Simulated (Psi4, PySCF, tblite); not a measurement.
Intermolecular potential of Cl2CrO2 ··· H2O (SMILES [O]=[Cr](=[O])([Cl])[Cl] and O). Monomers: optimised at B3LYP-D3(BJ) (def2-TZVP), held rigid. Orientation: lowest of the rigid-body minima from ten starts at GFN2-xTB. Only R, the distance of the centres of mass, is varied, so the lowest point isn't the relaxed dimer. The table gives interaction energies.

```csv
R / Å,A,B,C
2.67,-24.09,34.46,61.02
2.94,-55.61,-1.14,20.93
3.10,-59.21,-10.62,8.24
3.33,-54.51,-16.06,-1.42
3.47,-48.93,-16.79,-4.18
3.82,-33.59,-15.45,-5.96
4.07,-24.34,-13.74,-5.33
4.60,-11.75,-10.13,-3.34
5.32,-4.69,-5.84,-1.59
6.31,-1.83,-1.82,-0.59
7.56,-0.81,-0.28,-0.22
```

Energies in kJ/mol.

**Question.** Match the curves with the methods GFN2-xTB in tblite; PBE/def2-TZVP, counterpoise-corrected in Psi4; restricted B3LYP/6-31G*, spherical d, no counterpoise correction (PySCF).

**Answer.** A is GFN2-xTB; B is RKS-B3LYP/6-31G*; C is PBE/def2-TZVP.
